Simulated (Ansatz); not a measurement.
Basis sets compared for Au₂I (the lowest doublet isomer of a short search). Total charge 0; doublet. Geometry PBE0-D4/def2-TZVP. Ansatz on 4 threads of Arm Neoverse V2 on a shared host; times are rough, and most runs start from earlier orbitals.

```xyz
3

Au    0.185    0.021    0.536
Au    1.969    0.910   -1.089
I    -2.154   -0.931    0.553
```

In the def2 sets Au, I take a core potential; there is no spin–orbit coupling. The structure comes from a short search, and lower isomers may exist.

Binding counts from free atoms (Au doublet, I doublet) in the same basis, without a counterpoise term.

```json
{"level": "PBE-D4/def2-SVP", "functions": "90", "energy (Eh)": "-569.2795", "HOMO (eV)": "-6.25", "LUMO (eV)": "-5.93", "binding per atom (eV)": "1.30", "wall time": "1.6 s"}
{"level": "PBE-D4/def2-TZVP", "functions": "130", "energy (Eh)": "-569.3069", "HOMO (eV)": "-6.31", "LUMO (eV)": "-5.96", "binding per atom (eV)": "1.35", "wall time": "2.8 s"}
{"level": "r2SCAN-D4/def2-TZVP", "functions": "130", "energy (Eh)": "-569.4607", "HOMO (eV)": "-6.51", "LUMO (eV)": "-5.89", "binding per atom (eV)": "1.34", "wall time": "6 s"}
{"level": "PBE0-D4/def2-SVP", "functions": "90", "energy (Eh)": "-569.2033", "HOMO (eV)": "-7.21", "LUMO (eV)": "-5.26", "binding per atom (eV)": "1.14", "wall time": "2.4 s"}
{"level": "PBE0-D4/def2-TZVP", "functions": "130", "energy (Eh)": "-569.2296", "HOMO (eV)": "-7.23", "LUMO (eV)": "-5.26", "binding per atom (eV)": "1.20", "wall time": "3.6 s"}
```

Question: Estimate the rows for PBE-D4/def2-TZVPD, r2SCAN-D4/def2-TZVPD, PBE0-D4/def2-TZVPD.

Answer: 
| level | functions | energy (Eh) | HOMO (eV) | LUMO (eV) | binding per atom (eV) | wall time |
| --- | --- | --- | --- | --- | --- | --- |
| PBE-D4/def2-TZVPD | 145 | -569.3084 | -6.31 | -5.95 | 1.37 | 3.6 s |
| r2SCAN-D4/def2-TZVPD | 145 | -569.4625 | -6.50 | -5.88 | 1.35 | 7 s |
| PBE0-D4/def2-TZVPD | 145 | -569.2314 | -7.23 | -5.24 | 1.21 | 4.1 s |
